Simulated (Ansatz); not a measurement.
Basis sets compared for the cluster AlB₃⁺ (the lowest doublet isomer of a short search). Charge 1, multiplicity 2. Geometry PBE0-D4/def2-TZVP. Ansatz on 4 threads of Arm Neoverse V1 on a shared host; times are rough, and most runs start from earlier orbitals.

```xyz
4

B    -0.2172    0.3477    1.3775
B     0.0976   -0.0381   -0.1062
B    -1.3602    0.2603    0.3790
Al    1.4799   -0.5700   -1.6502
```

At PBE0-D4/def2-SVP, PBE0-D4/def2-TZVP the charge 1 doublet is spin-contaminated (final ⟨S²⟩ up to 0.86, 0.75 for a pure state). The structure comes from a short search, and lower isomers may exist.

| level | functions | energy (Eh) | HOMO (eV) | LUMO (eV) | wall time |
| --- | --- | --- | --- | --- | --- |
| PBE-D4/def2-SVP | 60 | -316.0767 | -11.37 | -10.37 | 0.65 s |
| PBE0-D4/def2-SVP | 60 | -316.0970 | -12.32 | -9.46 | 0.8 s |

Task: Estimate the rows for PBE-D4/def2-TZVP, PBE0-D4/def2-TZVP (with forces).

Result: 
| level | functions | energy (Eh) | HOMO (eV) | LUMO (eV) | wall time |
| --- | --- | --- | --- | --- | --- |
| PBE-D4/def2-TZVP | 130 | -316.2429 | -11.35 | -10.35 | 1.3 s |
| PBE0-D4/def2-TZVP (with forces) | 130 | -316.2615 | -12.31 | -9.44 | 1.9 s |
